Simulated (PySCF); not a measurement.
Si(H)2(Cl)2, SMILES Cl[SiH2]Cl (PBE0/def2-SVP optimised geometry):

```
5

Si    -0.792    -0.325     0.000
Cl     1.264    -0.325     0.000
Cl    -1.496    -1.253    -1.694
H     -1.264     1.081     0.000
H     -1.264    -1.081     1.185
```

Level of theory: PySCF 2.14.0 with PBE0/def2-TZVP.

Question: What are the frontier orbital energies and the dipole moment?

Answer: HOMO-2 -9.72 eV, HOMO-1 -9.43 eV, HOMO -9.11 eV, LUMO -0.06 eV, LUMO+1 0.05 eV; dipole moment 1.21 D.

On the same geometry PBE/def2-TZVP run with PySCF gives HOMO-2 -8.26 eV, HOMO-1 -8.02 eV, HOMO -7.73 eV, LUMO -1.01 eV, LUMO+1 -0.84 eV; dipole moment 1.10 D.

Meta-Löwdin charges at PBE0/def2-TZVP: Si1 0.73, Cl2 -0.28, Cl3 -0.28, H4 -0.08, H5 -0.08.
